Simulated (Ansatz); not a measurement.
The multiplicity is imposed and other spin states were not computed.

Species: [Au(C2H4)(CH3)] (charge 0, multiplicity 1).

Task: Give a relaxed geometry from PBE-D3(BJ)/def2-SVP (Ansatz, a first-principles code).

Result: the end point of this relaxation.
Cartesian coordinates (Å) in one orientation:
```xyz
11

Au    -0.044    -0.078     0.051
C      0.613     1.317    -1.617
C      1.228     1.737    -0.454
H      1.134     0.664    -2.336
H     -0.321     1.784    -1.970
H      0.804     2.551     0.155
H      2.259     1.431    -0.210
C     -0.960    -1.601     1.079
H     -0.967    -1.371     2.165
H     -0.432    -2.565     0.927
H     -2.013    -1.714     0.747
```
